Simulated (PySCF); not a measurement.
Compound: C₅H₇NO.
SMILES with atom numbers: `[CH3:1][O:2]/[CH:3]=[C:4](\[CH3:5])[C:6]#[N:7]` (hydrogens: H8, H9, H10 on C1; H11 on C3; H12, H13, H14 on C5)

Cartesian coordinates in Å at the GFN2-xTB level; atoms count from 1:
```
atom  x, y, z in Å
C1     2.488   -0.135    0.432
O2     1.138   -0.488    0.237
C3     0.233    0.487    0.463
C4    -1.087    0.290    0.317
C5    -1.700   -1.012   -0.108
C6    -1.961    1.363    0.574
N7    -2.693    2.224    0.777
H8     3.072   -1.025    0.207
H9     2.787    0.675   -0.241
H10    2.673    0.170    1.466
H11    0.618    1.453    0.774
H12   -2.274   -0.879   -1.025
H13   -0.915   -1.744   -0.277
H14   -2.378   -1.381    0.661
```

Mulliken charges (e) from the PBE0/pcSseg-1 density (PySCF), one withheld:

| atom | bonded to | charge |
| --- | --- | --- |
| C1 | O2 H8 H9 H10 | -0.0371 |
| O2 | C1 C3 | -0.4600 |
| C3 | O2 C4 H11 | +0.2963 |
| C4 | C3 C5 C6 | -0.4281 |
| C5 | C4 H12 H13 H14 | -0.1207 |
| C6 | C4 N7 | ? |
| N7 | C6 | -0.2590 |
| H8 | C1 | +0.1362 |
| H9 | C1 | +0.1143 |
| H10 | C1 | +0.1144 |
| H11 | C3 | +0.1125 |
| H12 | C5 | +0.1393 |
| H13 | C5 | +0.1272 |
| H14 | C5 | +0.1395 |

Question: What is the charge on C6?

Answer: The charges add up to the total charge, 0. The others sum to -0.1252, which leaves +0.1252 e for C6 (nitrile carbon).

Question: Add each hydrogen's charge to the atom that carries it.

Answer: C1 +0.3278, C3 +0.4088, C5 +0.2853. Atoms without hydrogen keep their charges.

Question: Across which bond do the charges differ most?

Answer: C3–O2: +0.2963 on C3 against -0.4600 on O2, a difference of 0.7563 e. The lower charge is on the more electronegative element of the two (Pauling values: O 3.44, C 2.55).

Question: Take the bonds between elements whose Pauling electronegativities differ by more than 0.25. In how many does the more electronegative atom carry the lower charge?

Answer: In 9 of 10; it doesn't in C3–H11.

Question: How much positive and how much negative charge does this set hold in all?

Answer: +1.3049 e on 9 atoms and -1.3049 e on 5.

The Mulliken scheme counts on each atom the diagonal of the density matrix times the overlap matrix over that atom's basis functions. Geometry: GFN2-xTB, one conformer, isolated molecule.
